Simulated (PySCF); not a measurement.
Working out the ionisation energy of P⁺

P⁺ [Ne] 3s2 3p2 (3P) → P²⁺ [Ne] 3s2 3p1 (2P). Calculation: PySCF 2.14, in x2c-QZVPPall; scalar relativity by spin-free X2C-1e. Frozen: [Ne]. Energies in hartree (1 hartree = 27.21139 eV):

| part | P⁺ (lower) | P²⁺ (upper) |
| --- | --- | --- |
| UHF | -341.173421 | -340.469438 |
| CCSD correlation | -0.085507 | -0.066631 |
| (T) | -0.002656 | -0.001149 |

**Question.** What does Hartree-Fock give?

**Answer.** (-340.469438) − (-341.173421) = 0.703983 hartree = 19.156 eV.

**Question.** What do CCSD and CCSD(T) give?

**Answer.** The CCSD correlation energies differ by 0.018876 hartree = 0.514 eV and the triples by 0.001507 hartree = 0.041 eV, so CCSD gives 19.670 eV and CCSD(T) 19.711 eV.

A first-order spin-orbit estimate adds -0.007 eV to CCSD(T) (valence), giving 19.704 eV against 19.769 eV (semi-empirical (NIST evaluation); NIST Atomic Spectra Database, ionization energies).

What remains against the reference includes basis incompleteness, the frozen core and higher excitations.
